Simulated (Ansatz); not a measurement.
Ansatz (a program for electronic structure) input:

Ansatz 0.2 input:
```yaml
crystal:
  periodic: [false, false, false]
  atoms:
    - {symbol: Si, position_ang: [-0.91646650, -0.73479352, -0.78815076]}
    - {symbol: O, position_ang: [0.46246730, -0.09092975, 0.35078244]}
    - {symbol: H, position_ang: [0.44981788, 0.86499391, 0.47164391]}
basis:
  gaussian:
    orbitals: def2-TZVP
hamiltonian:
  xc: b3lyp
  dispersion: d3bj
total_charge: -1
relax: {f_tol: 0.002, max_steps: 150}
```

Q: Predict the final energy.

A: -365.33014 Eh (B3LYP-D3(BJ)/def2-TZVP). The basis has 74 functions.
